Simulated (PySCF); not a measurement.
Species: C7H6Cl2OS.
Structure used (GFN2-xTB), in Å, numbered top down from 1:
```
atom  x, y, z in Å
C1    -2.575    0.919    0.079
C2    -1.867   -0.331   -0.422
C3    -0.406   -0.327   -0.133
S4     0.374    0.967    0.681
C5     1.910    0.172    0.578
C6     3.114    0.750    1.103
O7     4.216    0.299    1.080
Cl8    2.813    2.336    1.859
C9     1.809   -1.045   -0.061
C10    0.496   -1.317   -0.459
Cl11   0.028   -2.750   -1.286
H12   -3.635    0.870   -0.156
H13   -2.156    1.807   -0.389
H14   -2.463    1.014    1.156
H15   -2.006   -0.434   -1.503
H16   -2.307   -1.222    0.038
H17    2.648   -1.696   -0.226
```

Computed at PBE0/pcSseg-1 (PySCF, non-relativistic), with Q(33S) = −0.0678 b, Q(17O) = −0.0256 b, Q(35Cl) = −0.0817 b: S4, 33S (I = 3/2): χzz = -29.29 MHz, η = 0.584; O7, 17O (I = 5/2): χzz = 8.890 MHz, η = 0.277; Cl8, 35Cl (I = 3/2): χzz = -62.20 MHz, η = 0.198; Cl11, 35Cl (I = 3/2): χzz = -76.83 MHz, η = 0.062.

Where would the pure quadrupole (NQR) lines of 33S at S4 fall for the rigid, isolated species?

From ν = (|χ|/2)√(1 + η²/3): ν = 15.46 MHz (thiophene-type sulfur).

Where would the pure quadrupole (NQR) lines of 17O at O7 fall for the rigid, isolated species?

From the eigenvalues of H = χ/[4I(2I − 1)] × [3Iz² − I(I + 1) + η(Ix² − Iy²)], steps between neighbouring levels, labelled as for η = 0: ±1/2↔±3/2 1.440 MHz, ±3/2↔±5/2 2.628 MHz (carbonyl oxygen).

Where would the pure quadrupole (NQR) lines of 35Cl at Cl8 fall for the rigid, isolated species?

From ν = (|χ|/2)√(1 + η²/3): ν = 31.30 MHz (chlorine bonded to C). For 37Cl the ratio of quadrupole moments, 0.7881, gives 24.67 MHz.

Find the zero-field quadrupole resonance frequencies of 35Cl at Cl11.

From ν = (|χ|/2)√(1 + η²/3): ν = 38.44 MHz (aryl chlorine). For 37Cl the ratio of quadrupole moments, 0.7881, gives 30.29 MHz.

Apply the simplest Townes–Dailey estimate (no s hybridisation, no π bonding), ionic character = 1 − χzz/χ0, where χ0 is the coupling for one missing p electron along the bond: −109.74 MHz for 35Cl.

Cl8 on C6: 1 − (-62.20)/(-109.74) = 0.43; Cl11 on C10: 1 − (-76.83)/(-109.74) = 0.30. In this model a purely covalent bond gives χ0 and a free halide ion gives zero; s hybridisation or π bonding, where present, is counted here as ionic character.

In a crystal, neighbours and librations shift these lines. GFN2-xTB bond lengths can be off by several hundredths of an ångström, more for odd bonds, and the gradients follow them. A larger basis could move these couplings by a tenth or more.

The run behind these numbers computed NMR shieldings as well. Time: 95 s of wall time; peak memory 1.1 GiB. Hardware: one thread of an Intel Xeon Platinum 8259CL at 2.50 GHz, shared host with 96 logical CPUs at a one-minute load of 61.

One conformer stands for the species.
